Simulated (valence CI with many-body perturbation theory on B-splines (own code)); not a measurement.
Results of a calculation; reference values are marked as such.
# From CI to CI+MBPT in Sb II

Level of theory: relativistic CI+MBPT: four valence electrons over a frozen Dirac-Fock core [Kr] 4d10, radial functions for each j: 11 s, 11 p, 9 d, 7 f, 5 g, 2 h, 1 i, with the one-electron correlation potential Σ1 (screened to all orders), the two-electron term Σ2, the three-electron term Σ3, Breit, model QED; selected single and double excitations, second order for the rest, scaled by the run's own slope (own B-spline code, finite nucleus).

Set against measurement, 27 paired levels are off by 122 cm⁻¹ on average, the worst by 285. These come from a selection out of the NIST Handbook of Basic Atomic Spectroscopic Data. Levels without a partner in it may be off by more. Among the levels kept, up to 400 cm⁻¹ of a level comes from second order outside the variational space, and about a tenth of that is noise between levels of different J, which matters for small intervals.

Each rung adds one term. CI alone is the Dirac-Coulomb CI over the frozen core; QED comes last and gives the full result, which names the levels. Energies are above 5s2.5p2 3P_0 on the same rung, in eV. A blank means that the level has no clear partner on that rung.

Names give the largest LS component (configuration and term), which can be under half, so a name can repeat, a term be missing and a line seem to break the LS rules; names also repeat where a configuration has a term twice. Letters in brackets count levels of one name in rising energy.

| Level | CI alone | + Σ1 | + Σ2 | + Σ3 | + Breit | Full |
| --- | --- | --- | --- | --- | --- | --- |
| 5s2.5p2 3P_1 | 0.334 | 0.377 | 0.383 | 0.386 | 0.379 | 0.379 |
| 5s2.5p2 3P_2 | 0.639 | 0.706 | 0.708 | 0.710 | 0.700 | 0.701 |
| 5s2.5p2 1D_2 | 1.496 | 1.612 | 1.595 | 1.592 | 1.577 | 1.578 |
| 5s2.5p2 1S_0 | 2.860 | 3.020 | 2.988 | 2.963 | 2.949 | 2.951 |
| 5s.5p3 5S°_2 | 5.679 | 6.041 | 6.395 | 6.404 | 6.396 | 6.378 |
| 5s.5p3 3D°_1 | 7.588 | 8.046 | 8.205 | 8.208 | 8.197 | 8.184 |
| 5s.5p3 3D°_2 | 7.614 | 8.074 | 8.232 | 8.234 | 8.223 | 8.210 |
| 5s.5p3 3D°_3 | 7.766 | 8.245 | 8.406 | 8.409 | 8.395 | 8.382 |
| 5s2.5p.6s 3P°_0 | 8.305 | 8.873 | 8.593 | 8.594 | 8.584 | 8.590 |
| 5s2.5p.6s 3P°_1 | 8.359 | 8.929 | 8.644 | 8.644 | 8.634 | 8.640 |
| 5s2.5p.5d 1D°_2 | 8.462 | 9.019 | 8.968 | 8.975 | 8.960 | 8.958 |
| 5s2.5p.6s 3P°_2 |  |  | 9.361 | 9.362 | 9.341 | 9.348 |
| 5s2.5p.6s 1P°_1 |  |  | 9.436 | 9.437 | 9.417 | 9.421 |
| 5s.5p3 3P°_0 | 8.903 | 9.428 | 9.524 | 9.520 | 9.505 | 9.494 |
| 5s2.5p.5d 3F°_2 |  |  | 9.508 | 9.514 | 9.496 | 9.495 |
| 5s.5p3 3P°_1 |  |  | 9.567 | 9.564 | 9.547 | 9.540 |
| 5s2.5p.5d 3F°_3 | 9.179 | 9.789 | 9.636 | 9.644 | 9.625 | 9.627 |
| 5s.5p3 3P°_2 |  |  | 9.719 | 9.721 | 9.699 | 9.694 |
| 5s2.5p.5d 3F°_4 | 9.558 | 10.214 | 10.066 | 10.074 | 10.049 | 10.053 |
| 5s2.5p.6p 3D_1 | 10.068 | 10.665 | 10.394 | 10.395 | 10.386 | 10.389 |
| 5s2.5p.5d 3D°_1 | 10.281 | 10.868 | 10.575 | 10.573 | 10.561 | 10.559 |
| 5s2.5p.6p 3P_1 [a] | 10.339 | 10.941 | 10.673 | 10.673 | 10.663 | 10.666 |
| 5s2.5p.5d 3D°_2 | 10.401 | 10.995 | 10.693 | 10.691 | 10.677 | 10.674 |
| 5s2.5p.6p 3D_2 | 10.358 | 10.961 | 10.690 | 10.691 | 10.679 | 10.682 |
| 5s2.5p.6p 3P_0 | 10.406 | 11.002 | 10.731 | 10.732 | 10.722 | 10.726 |
| 5s2.5p.5d 3D°_3 | 10.634 | 11.269 | 10.974 | 10.973 | 10.954 | 10.954 |
| 5s2.5p.5d 1P°_1 | 10.847 | 11.496 | 11.231 | 11.232 | 11.211 | 11.211 |
| 5s2.5p.6p 3P_1 [b] | 10.849 | 11.513 | 11.250 | 11.252 | 11.231 | 11.235 |
| 5s2.5p.5d 3P°_0 | 10.973 | 11.612 | 11.321 | 11.322 | 11.303 | 11.301 |
| 5s2.5p.5d 3P°_2 | 10.995 | 11.633 | 11.343 | 11.341 | 11.321 | 11.317 |
| 5s2.5p.5d 1F°_3 | 10.976 | 11.644 | 11.344 | 11.344 | 11.322 | 11.325 |

Question: How does the ionisation energy move along the ladder, and which term matters most?

Answer: CI alone 16.288, + Σ1 16.980, + Σ2 16.670, + Σ3 16.671, + Breit 16.661, + QED 16.664 eV. The largest step is Σ1, 0.692 eV. NIST lists 16.626 ± 0.025 eV (measured).
